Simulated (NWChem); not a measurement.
Molecule: HgCl, doublet; SMILES [Hg][Cl]

Computed with NWChem. Spin-unrestricted. Structure relaxed at the PBE0/def2-SVP, spin-unrestricted level. This spin state was assumed; another may lie lower. No stability test was run on the SCF state. def2 effective core potentials on Hg; no spin-orbit coupling. Vertical excitations in the gas phase. Excited states of an open shell can be spin-contaminated.

Q: Estimate the computed values for B3LYP/def2-SVP, TDA. Quantities: lowest excitation (eV); oscillator strength of that lowest state; lowest state with f > 0.02 (eV); oscillator strength of that bright state; lowest empty minus highest occupied level, either spin (eV).

A: 
```json
{
 "lowest excitation (eV)": "1.58",
 "oscillator_strength_of_that_lowest_state": "0.001",
 "lowest state with f > 0.02 (eV)": "3.84",
 "oscillator_strength_of_that_bright_state": "0.110",
 "lowest empty minus highest occupied level, either spin (eV)": "2.18"
}
```
